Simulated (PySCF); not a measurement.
Here is a job for PySCF.
```python
from pyscf import gto, scf

mol = gto.Mole()
mol.atom = '''
    C     0.064014   -0.000538    0.500388
    F    -0.080716    1.095665   -0.231130
    F    -0.060291   -1.095920   -0.236100
    H     0.884973    0.005520    1.202744
'''
mol.basis = '3-21g'
mol.charge = 0
mol.spin = 1
mol.verbose = 4
mol.build()

mf = scf.UHF(mol)
mf.kernel()
```

Q: Estimate the HOMO energy that PySCF with HF/3-21G returns for this input.

A: -11.19 eV

Q: What total energy does HF/3-21G give?

A: -235.9783 Eh

Q: Give the nuclear repulsion energy at the level HF/3-21G.

A: 70.2637 Eh

These values belong to the state on which the SCF converged, which isn't shown to be the lowest.
